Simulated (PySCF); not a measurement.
An EPR property job and its printed output. Input:

```
{"job": {"kind": "epr", "basis": "pcH-1"}, "charge": 0, "multiplicity": 2}
C     -0.818438     2.124000    -0.048274
O     -0.804024     0.938143    -0.716186
C     -0.423056    -0.242350    -0.018435
C     -0.511496    -1.356828    -1.065579
C     -1.390466    -0.551612     1.132884
C      1.006578    -0.100635     0.542412
C      2.037102     0.218981    -0.532135
F      3.252157     0.480781     0.057806
H     -1.170543     2.935177    -0.654419
H     -0.936209     2.151262     1.019085
H      0.002544    -1.057760    -1.974116
H     -0.071461    -2.273929    -0.685910
H     -1.553631    -1.541031    -1.313306
H     -2.415798    -0.483693     0.776542
H     -1.262539     0.141087     1.960342
H     -1.212269    -1.558507     1.498870
H      1.284608    -1.021776     1.056498
H      1.023303     0.714065     1.270013
H      2.200733    -0.619851    -1.214524
H      1.757760     1.115157    -1.094602
```

Computed with UKS B3LYP, pcH-1 on C F H O, non-relativistic, mean-field spin-orbit, GIAO (PySCF). Isolated species at its GFN2-xTB geometry (one conformer only). A GFN2-xTB geometry isn't a minimum of the functional, and hyperfine couplings can be far from their values at a DFT geometry.

Output of the driver script. The program numbers atoms from 0.

```
UKS, coarse grid
  cycle   1  E = -410.78195000  |g| = 5.47e-01
  cycle   2  E = -410.67349437  |g| = 8.00e-01
  cycle   3  E = -410.88694657  |g| = 1.13e-01
  cycle   4  E = -410.89112300  |g| = 4.24e-02
  cycle   5  E = -410.89177134  |g| = 1.16e-02
  cycle   6  E = -410.89181180  |g| = 4.49e-03
  cycle   7  E = -410.89181962  |g| = 9.09e-04
UKS, final grid
  cycle   1  E = -410.89185801  |g| = 9.56e-04
  cycle   2  E = -410.89185762  |g| = 1.48e-03
  cycle   3  E = -410.89185843  |g| = 1.72e-04
  cycle   4  E = -410.89185845  |g| = 8.24e-05
  cycle   5  E = -410.89185845  |g| = 2.75e-05
E = -410.89185845 Eh   <S^2> = 0.7533 (exact 0.7500)
g shifts (ppm)      1          2          3
  rmc          -189       -189       -189
  gc             -0         46         50
  oz_so          24       1378       2255
  total        -165       1235       2116
hyperfine (MHz)  atom isotope    a_iso     a_fc   dipolar eigenvalues
    0   13C     138.70     138.70    -74.67    -73.33    148.00
    1   17O     -23.17     -23.17    -71.39     34.22     37.18
    2   13C      -4.01      -4.01     -1.57     -1.03      2.59
    3   13C      -1.06      -1.06     -0.54     -0.38      0.92
    4   13C       1.83       1.83     -1.40     -0.39      1.79
    5   13C       0.41       0.41     -2.44     -0.33      2.77
    6   13C      -0.28      -0.28     -0.57     -0.45      1.02
    7   19F       0.89       0.89     -1.58     -1.04      2.61
    8    1H     -45.59     -45.59    -34.75     -1.45     36.20
    9    1H     -36.38     -36.38    -35.23     -0.60     35.83
   10    1H      -0.36      -0.36     -2.01     -1.80      3.80
   11    1H      -1.20      -1.20     -1.10     -0.93      2.03
   12    1H      -0.08      -0.08     -1.72     -1.60      3.32
   13    1H      -0.55      -0.55     -2.29     -2.19      4.49
   14    1H       0.23       0.23     -2.82     -2.27      5.09
   15    1H      -1.72      -1.72     -1.48     -1.19      2.68
   16    1H      -2.28      -2.28     -2.04     -1.17      3.21
   17    1H       0.09       0.09     -4.93     -2.99      7.92
   18    1H       0.02       0.02     -1.21     -1.17      2.38
   19    1H       0.13       0.13     -3.82     -2.81      6.62
```

|g| in the SCF lines is the orbital gradient. In the g block, columns 1 to 3 are the principal axes in rising order; rmc is the relativistic mass correction, gc the gauge correction and oz_so the orbital-Zeeman/spin–orbit term. a_fc is the Fermi-contact part of a_iso, here all of it, since this run has no spin–orbit term in the hyperfine coupling.

Is the state sound, as far as the log shows?

The SCF converged after 12 cycles in all, 7 of them on the coarse grid; no stability test was run. ⟨S²⟩ = 0.7533 against the exact 0.7500, so spin contamination is small.

What are the principal g values and g_iso?

Adding the total shifts to 2.002319 gives 2.00215, 2.00355, 2.00444; their mean shift is 1062 ppm, so g_iso = 2.00338.

Which couplings shape the isotropic spectrum at natural abundance (0.05 mT or more)? Keep the log's numbering.

atom 8 (1H, I = 1/2): -45.6 MHz = 1.63 mT in magnitude, a 1:1 doublet; atom 9 (1H, I = 1/2): -36.4 MHz = 1.30 mT in magnitude, a 1:1 doublet. Together 4 lines to first order. H9 and H10 aren't averaged: C1 is flat or nearly so (angle sum 354°), and its turn about the short C1–O2 bond (1.36 Å) is taken as slow.

What are the principal values of the full tensor of atom 1 (17O)?

a_iso plus each dipolar eigenvalue: -94.56, 11.05, 14.01 MHz.

The species is `[CH2]OC(C)(C)CCF` [radical]. The run used 320 basis functions and 5 iterations of the response equations. 

Time: 2.2 min of wall time (with the writing of density and orbital grids); peak memory 0.98 GiB. Hardware: an Arm Neoverse V1 with one thread, on a shared host.

Shape of the structure used: `[CH2:1][O:2][C:3]([CH3:4])([CH3:5])[CH2:6][CH2:7][F:8]`: C1–O2–C3–C4 180°, O2–C3–C6–C7 -57°, C3–C6–C7–F8 173°.
Labels such as C1 count atoms from 1, the log's own numbers from 0.
